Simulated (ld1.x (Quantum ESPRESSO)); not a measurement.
Reading a pseudo-wave (potassium (K))

Columns: radius, all-electron u(r) and pseudo u(r) of the 3p shell (level -18.80 eV) of potassium in the configuration [Ne] 3s2 3p6 4s1 4p0; PBEsol, scalar-relativistic, ultrasoft scheme, ld1.x (Quantum ESPRESSO) 7.5.

```json
{"r (bohr)": "0.152", "all-electron": "0.3927", "pseudo": "-0.0104"}
{"r (bohr)": "0.305", "all-electron": "0.3388", "pseudo": "-0.0411"}
{"r (bohr)": "0.458", "all-electron": "-0.0172", "pseudo": "-0.0894"}
{"r (bohr)": "0.610", "all-electron": "-0.3798", "pseudo": "-0.1505"}
{"r (bohr)": "0.762", "all-electron": "-0.6482", "pseudo": "-0.2195"}
{"r (bohr)": "0.915", "all-electron": "-0.8096", "pseudo": "-0.2911"}
{"r (bohr)": "1.068", "all-electron": "-0.8798", "pseudo": "-0.3591"}
{"r (bohr)": "1.220", "all-electron": "-0.8848", "pseudo": "-0.4176"}
{"r (bohr)": "1.372", "all-electron": "-0.8485", "pseudo": "-0.4631"}
{"r (bohr)": "1.525", "all-electron": "-0.7878", "pseudo": "-0.4927"}
{"r (bohr)": "1.678", "all-electron": "-0.7152", "pseudo": "-0.5050"}
{"r (bohr)": "1.830", "all-electron": "-0.6393", "pseudo": "-0.5002"}
{"r (bohr)": "1.982", "all-electron": "-0.5646", "pseudo": "-0.4803"}
{"r (bohr)": "2.135", "all-electron": "-0.4937", "pseudo": "-0.4481"}
{"r (bohr)": "2.288", "all-electron": "-0.4285", "pseudo": "-0.4073"}
{"r (bohr)": "2.440", "all-electron": "-0.3703", "pseudo": "-0.3623"}
{"r (bohr)": "2.592", "all-electron": "-0.3186", "pseudo": "-0.3165"}
{"r (bohr)": "2.745", "all-electron": "-0.2729", "pseudo": "-0.2727"}
{"r (bohr)": "2.898", "all-electron": "-0.2331", "pseudo": "-0.2331"}
{"r (bohr)": "3.050", "all-electron": "-0.1989", "pseudo": "-0.1989"}
{"r (bohr)": "3.202", "all-electron": "-0.1694", "pseudo": "-0.1694"}
{"r (bohr)": "3.355", "all-electron": "-0.1440", "pseudo": "-0.1440"}
{"r (bohr)": "3.508", "all-electron": "-0.1223", "pseudo": "-0.1223"}
{"r (bohr)": "3.660", "all-electron": "-0.1039", "pseudo": "-0.1039"}
{"r (bohr)": "3.812", "all-electron": "-0.0883", "pseudo": "-0.0883"}
{"r (bohr)": "3.965", "all-electron": "-0.0748", "pseudo": "-0.0748"}
```

Task: How many radial nodes do the two functions have?

Result: The all-electron 3p function has n − l − 1 = 1; the pseudo-wave has 0, since the states of the same l below it are removed with the core.

Task: At about which radius was the pseudo-wave matched?

Result: 3.05 bohr. The columns agree to 0.0005 from 2.75 bohr on; several derivatives are matched, so the curves merge somewhat inside the radius.

Task: Is the pseudo-wave norm-conserving?

Result: No, it belongs to an ultrasoft set: the norm inside the radius is not constrained, and the difference is carried by the augmentation charge.
